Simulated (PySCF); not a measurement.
## Os: excitation energy

Os [Xe] 4f14 5d6 6s2 (5D) → Os [Xe] 4f14 5d6 6s1 6p1 (high-spin determinant), as a difference of total energies. All numbers are calculated (PySCF 2.14, a scalar-relativistic core potential, in aug-cc-pVQZ-PP with ECP60MDF (7s7p6d4f3g2h, 135 functions)). Correlated levels: valence: 5s2 5p6 frozen. The calculations carry no spin-orbit coupling.

```csv
method,excitation energy (eV)
UHF,1.438
LDA,3.411
PBE,3.095
PBE0,2.814
r2SCAN,2.782
M06-L,3.764
MN15,3.231
BHandHLYP,3.069
MP2 (valence),2.806
SCS-MP2 (valence),3.184
```

How much does correlation contribute at MP2 (valence)?

2.806 − (1.438) = 1.368 eV, measured against UHF.

The determinant of the upper state mixes LS terms, which raises its energy above the lowest term, most at the Hartree-Fock and MP2 levels.
